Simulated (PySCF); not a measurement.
Harmonic spectrum computed at PBE0 in the def2-TZVP basis family (core potentials from Rb on, PySCF, no spin–orbit coupling):

```csv
symmetry,ω (cm⁻¹),IR (km/mol)
a',179,5.5
a',394,82.2
a',991,230
```

Which molecule gave it? In each, all ligands are bound to the one heavy central atom.
A. LaOCl (singlet)
B. ZrOCl (doublet)
C. RuOCl (quartet)
D. ScOCl (singlet)
E. TaOCl (triplet)

B. It has Cs symmetry with Zr–Cl 2.353 Å, Zr–O 1.722 Å.
